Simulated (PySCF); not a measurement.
How methods differ on the ionisation energy of Ba

Ba [Xe] 6s2 (1S) → Ba⁺ [Xe] 6s1 (2S), as a difference of total energies. Calculation: PySCF 2.14, in Sapporo-DKH3-DZP-2012; scalar relativity by spin-free X2C-1e. Correlated levels: valence: [Xe] frozen. The calculations carry no spin-orbit coupling.

Question: Order these methods by the ionisation energy they give, lowest first.
A. MN15
B. CCSD (valence)
C. SCS-MP2 (valence)
D. MP2 (valence)

Answer: D (4.599 eV), C (4.665 eV), B (4.871 eV), A (5.566 eV).

Errors of the correlated levels include the incompleteness of this basis and the frozen core.

With two correlated electrons CCSD is exact in that space.

The coupled-cluster amplitudes are large for Ba (T1 above 0.03 or a double amplitude above 0.15), so a single reference is strained.

For comparison: 5.212 eV (measured; NIST Atomic Spectra Database, ionization energies).
